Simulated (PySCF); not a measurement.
Level of theory: B3LYP-D3(BJ)/def2-TZVP // PBE-D3(BJ)/def2-SVP run with PySCF. Gas-phase values, no solvent. One relaxed conformer stands for a flexible species; it need not be the lowest. B3LYP has the VWN-RPA correlation part, as in Gaussian. 

Reference species: [Hf(Cl)4] (neutral, multiplicity 1).

```
Property     Value
--------  --------
HOMO      -9.42 eV
LUMO      -2.45 eV
```

Changed species: [Hf(NH2)4] (4 of 4 Cl replaced by NH2; the reference has 0 of 4 Cl replaced by NH2).

### Question
Give the shifts of the HOMO and LUMO.

### Answer
the HOMO rises by 3.00 eV, to -6.42 eV; the LUMO rises by 2.27 eV, to -0.18 eV.
